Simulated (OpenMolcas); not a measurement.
Ru2+ among 6 point charges of -1.7 e arranged as a tetragonal octahedron (D4h). The axial distance is 1.19 times the equatorial one, R.

| Item | Value |
| --- | --- |
| Program | OpenMolcas 26.06 |
| Method | CASSCF |
| Basis | ANO-RCC-VTZP [7s6p4d2f1g] |
| Scalar Hamiltonian | DKH2, point nucleus |
| Active space | 6 electrons in 5 orbitals (4d) |
| State averaging | 2S+1 = 5 even, 5 roots; 2S+1 = 3 even, 45 roots; 2S+1 = 1 even, 50 roots |
| Spin-orbit coupling | RASSI with atomic mean-field integrals over the reference wave functions |

All point charges move together. At R = 1.92 Å the first state of the same spin is 5349 cm-1, and at R = 2.03 Å it is 4774 cm-1.

A third run gives 5883 cm-1. What distance was it run at?

With a power law R^-n the two known points give n = -ln(4774 / 5349) / ln(2.03 / 1.92) = 2.04. Then R = 1.92 × (5349 / 5883)^(1/2.04) = 1.832 Å. The run was at 1.81 Å, so the estimate is off by +0.022 Å.

An orbital doublet at a regular site is open to a Jahn-Teller distortion, which this geometry leaves out. Without dynamic correlation the repulsion within the d shell is too large (B by tens of per cent), so at a given field states of lower spin stand too high. Point charges give a weaker field than real ligands, and real ions of this kind are as a rule low spin; the high spin found here belongs to the model. This shell can be high or low spin here, a state of another spin lies low, and with metal d orbitals alone active their balance is uncertain, so the ground spin may be wrong (holds for R = 1.81; R = 1.92). This is an electrostatic model: the charges have no orbitals. No measured value stands beside these numbers.
